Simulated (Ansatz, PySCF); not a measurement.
This triplet is an excited state, 1.17 eV above the relaxed singlet at the level B3LYP-D3(BJ)/def2-TZVP (PySCF).

Species: C$_{2}$H$_{3}$NSi, SMILES `C[Si]C#N` (excited triplet) (charge 0, multiplicity 3).

Question: Give a relaxed geometry from B3LYP-D3(BJ)/def2-TZVP in Ansatz (a program for electronic structure).

Answer: the end point of this relaxation (outside a Z-matrix the atoms follow the SMILES, hydrogens last).
Cartesian coordinates (Å) in one orientation:
```xyz
7

C     -1.114     0.259     0.171
Si     0.411    -0.453     1.030
C      1.957    -0.479     0.091
N      2.974    -0.519    -0.468
H     -1.971     0.220     0.842
H     -0.923     1.298    -0.103
H     -1.334    -0.326    -0.723
```
